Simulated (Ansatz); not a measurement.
The same path of Cl2H2OSi (6 atoms, charge 0, multiplicity 1) was run twice with different band settings. Lost on the way: Si1–H2, Si1–Cl3. Made: H2–Cl3.

Theory: RKS B3LYP/def2-SVP (Ansatz).

Relaxed end points:

```xyz
6
Properties=species:S:1:pos:R:3
Si 0.075 0.021 0.429
H -0.091 0.414 1.836
Cl 2.079 -0.274 0.005
Cl -0.613 1.526 -0.812
O -0.783 -1.366 0.212
H -0.780 -1.791 -0.655
```

```xyz
6
Properties=species:S:1:pos:R:3
Si -1.107 0.023 0.175
H 1.731 0.437 2.220
Cl 2.238 -0.099 1.160
Cl -1.070 1.586 -1.246
O -0.964 -1.276 -0.866
H -0.941 -2.140 -0.429
```

Common settings: movable images 5; climbing image yes; spring 5.0 eV/Å²; optimiser quadratic models (default); start path through a guess of the saddle point; iteration limit 60; end points relaxed.

| run | force threshold |
| --- | --- |
| 1 | 0.05 eV/Å |
| 2 | 0.5 eV/Å |

(1) What does each run give, and how far can it be trusted?

## Answers

(1) Run 1: converged after 18 iterations, highest image 2.891 eV above the first end. Neighbouring images differ by up to 2.0 eV, so the band resolves the path poorly. A vibrational analysis at the climbing image gives one clearly imaginary mode, 914i cm⁻¹: a first-order saddle point.
Run 2: converged after 11 iterations, highest image 2.902 eV above the first end. The threshold of 0.5 eV/Å is loose, so the images may lie well off the minimum-energy path. Neighbouring images differ by up to 2.0 eV, so the band resolves the path poorly. The order of the point at the top wasn't checked.
The orbitals stay closed-shell, which can raise the energy where a bond breaks towards radicals; this wasn't checked here.
